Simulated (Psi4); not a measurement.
scandium atom (Sc), doublet; Psi4 with CAM-B3LYP/def2-SVP.

The Psi4 input:
```
memory 2 GB

molecule mol {
0 2
Sc    0.000000    0.000000    0.000000
}

set {
  basis def2-svp
  reference uks
  cholesky_tolerance 1e-3
  scf_type cd
}

energy('cam-b3lyp')
print_variables()
```

The log (banner, timings and long lists left out):

```
   => Loading Basis Set <=

    Name: DEF2-SVP
    Role: ORBITAL
    Keyword: BASIS

Traceback (most recent call last):
  File "psi4", line 375, in <module>
  File "<string>", line 24, in <module>
  File "site-packages/psi4/driver/driver.py", line 533, in energy
  File "site-packages/psi4/driver/procrouting/proc.py", line 2760, in run_scf
  File "site-packages/psi4/driver/procrouting/proc.py", line 1939, in scf_helper
  File "site-packages/psi4/driver/procrouting/proc.py", line 1433, in scf_wavefunction_factory
  File "site-packages/psi4/driver/procrouting/proc.py", line 1397, in build_functional_and_disp
  File "site-packages/psi4/driver/procrouting/dft/superfunctionals.py", line 135, in build_superfunctional

psi4.driver.p4util.exceptions.ValidationError: SCF: SCF_TYPE (CD) not supported for range-separated functionals, plese use SCF_TYPE = 'DF' to automatically select the correct JK build.

Printing out the relevant lines from the Psithon --> Python processed input file:
    core.IO.set_default_namespace("mol")
    core.set_global_option("BASIS", "def2-svp")
    core.set_global_option("REFERENCE", "uks")
    core.set_global_option("CHOLESKY_TOLERANCE", 1e-3)
    core.set_global_option("SCF_TYPE", "cd")
--> energy('cam-b3lyp')
    print_variables()

!----------------------------------------------------------------------------------!
!                                                                                  !
!  SCF: SCF_TYPE (CD) not supported for range-separated functionals, plese use     !
!     SCF_TYPE = 'DF' to automatically select the correct JK build.                !
!                                                                                  !
!----------------------------------------------------------------------------------!
```

The program refused the input.
